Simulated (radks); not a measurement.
Spherical quantum dot in the effective-mass picture: electrons in a hard-walled sphere of radius 2.47, with a point charge +1 (a donor) at the centre, all in effective atomic units (hartree* = m*/eps^2 hartree, bohr* = eps/m* bohr), one dielectric constant everywhere. Method: non-relativistic Kohn-Sham, PBEsol, spin-polarised, spherical densities; computed with a radial shooting solver with Libxc functionals. Levels are named by radial order and angular momentum (1s, 1p, 1d, 2s, ...), and open shells are averaged over m.

N = 6, configuration 1s2 1p(up 3, down 1). This is the lowest configuration that the search found. Occupied and some empty levels:

| level | occupation | eigenvalue (hartree*) | <r> (bohr*) |
|---|---|---|---|
| 1s up | 1 | 3.1417 | 1.227 |
| 1s down | 1 | 3.2257 | 1.212 |
| 1p up | 3 | 3.9886 | 1.506 |
| 1p down | 1 | 4.0910 | 1.504 |
| 1d up | 0 | 4.9910 | 1.633 |
| 1d down | 0 | 5.0965 | 1.633 |
| 2s up | 0 | 5.2430 | 1.177 |
| 2s down | 0 | 5.3013 | 1.183 |
| 1f up | 0 | 6.2157 | 1.719 |
| 1f down | 0 | 6.3211 | 1.720 |

Energy (hartree*): total 11.8886, kinetic 8.3519, external -5.0109, Hartree 11.404, exchange-correlation -2.8560.
